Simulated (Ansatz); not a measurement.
The same path of GeH₄O (6 atoms, charge 0, multiplicity 1) was run twice with different band settings. Lost on the way: Ge1–H4. Made: O2–H4.

Method: RKS PBE-D4/def2-SVP (Ansatz 0.2.0).

Relaxed end points:

```xyz
6
Properties=species:S:1:pos:R:3
Ge 0.315 -0.020 0.056
O 0.675 -0.116 1.822
H -0.149 -0.168 2.338
H 1.712 0.054 -0.599
H -0.522 1.252 -0.270
H -0.458 -1.285 -0.421
```

```xyz
6
Properties=species:S:1:pos:R:3
Ge 0.054 0.305 -0.789
O 1.072 0.171 1.218
H 0.403 -0.285 1.767
H 1.792 -0.482 1.114
H -1.102 1.116 -0.007
H -0.646 -1.106 -0.377
```

Common settings: movable images 5; climbing image yes; spring 5.0 eV/Å²; optimiser quadratic models (default); start path through a guess of the saddle point; iteration limit 60; end points relaxed.

| run | force threshold |
| --- | --- |
| 1 | 0.05 eV/Å |
| 2 | 0.2 eV/Å |

Problem. What does each run give, and how far can it be trusted?

Solution. Run 1: converged after 11 iterations, highest image 2.177 eV above the first end. Neighbouring images differ by up to 1.7 eV, so the band resolves the path poorly. A vibrational analysis at the climbing image gives one clearly imaginary mode, 1186i cm⁻¹: a first-order saddle point.
Run 2: converged after 8 iterations, highest image 2.192 eV above the first end. The threshold of 0.2 eV/Å is loose, so the images may lie well off the minimum-energy path. Neighbouring images differ by up to 1.6 eV, so the band resolves the path poorly. The order of the point at the top wasn't checked.
The orbitals stay closed-shell, which can raise the energy where a bond breaks towards radicals; this wasn't checked here.
